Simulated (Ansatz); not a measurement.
Two isomers of CH9NSi2: A = `CN([SiH3])[SiH3]`, B = `C[SiH2]N[SiH3]`.

Gas-phase electronic energies from Ansatz, PBE0-D4/def2-TZVP geometries. CCSD(T)/CBS adds triple-zeta CCSD(T) − MP2 to the extrapolated MP2 energy (def2 sets, frozen cores). Functionals use def2-TZVPP. B3LYP here is the variant with VWN-RPA as its local correlation; programs differ in this. Each species was taken in one conformer, which may not be the lowest.

**Question.** Which is lower in electronic energy at CCSD(T)/CBS, and by how much? (Estimate.)

**Answer.** Ansatz gave: B, by 21.0 kcal/mol.

**Question.** Give E(B) − E(A) in kcal/mol with PBE-D4, LDA (SPW92), BLYP-D4, B3LYP, ωB97M-V, B3LYP-D4, r2SCAN-D4. (Best estimate.)

**Answer.** Computed: PBE-D4 -20.3, LDA (SPW92) -19.7, BLYP-D4 -19.4, B3LYP -21.0, ωB97M-V -21.1, B3LYP-D4 -20.0, r2SCAN-D4 -21.7. None reverses the order clearly.

Largest T1 diagnostic: 0.011.

At CCSD(T), def2-SVP lies +5.0 kcal/mol from the extrapolated value and def2-TZVPP +0.7 kcal/mol. The D4 term adds +1.0 kcal/mol with B3LYP and +0.5 kcal/mol with PBE0; it sums over pairs of atoms, weighted by their polarisabilities, and B3LYP, whose exchange is more repulsive, gets the larger term.
